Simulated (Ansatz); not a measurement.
Two isomers of CH8O2Si2: A = `OC([SiH3])O[SiH3]`, B = `O[SiH2]C(O)[SiH3]`.

Program: Ansatz. Geometries: PBE0-D4/def2-TZVP. ΔE: electronic, gas phase. CCSD(T)/CBS is the MP2 limit (def2-TZVPP, def2-QZVPP) plus CCSD(T) − MP2 in def2-TZVPP, frozen cores. DFT in def2-TZVPP. One conformer a species, not always the lowest.

**Question.** Which isomer does CCSD(T)/CBS put lower? Give the gap. (An estimate is asked.)

**Answer.** The calculation gave: B, by 13.7 kcal/mol.

**Question.** Give E(B) − E(A) in kcal/mol with B2PLYP, MP2/def2-TZVPP, PBE0-D4, PBE-D4, HF/def2-TZVPP, r2SCAN-D4, ωB97M-V. (Estimate.)

**Answer.** Computed: B2PLYP -12.1, MP2/def2-TZVPP -13.9, PBE0-D4 -13.1, PBE-D4 -12.6, HF/def2-TZVPP -9.6, r2SCAN-D4 -12.7, ωB97M-V -12.9. None reverses the order clearly.

Largest T1 diagnostic: 0.013.

In def2-TZVPP, CCSD(T) changes the Hartree–Fock value by −2.9 kcal/mol (the triples alone add −0.1 kcal/mol) and MP2 by −4.3 kcal/mol.
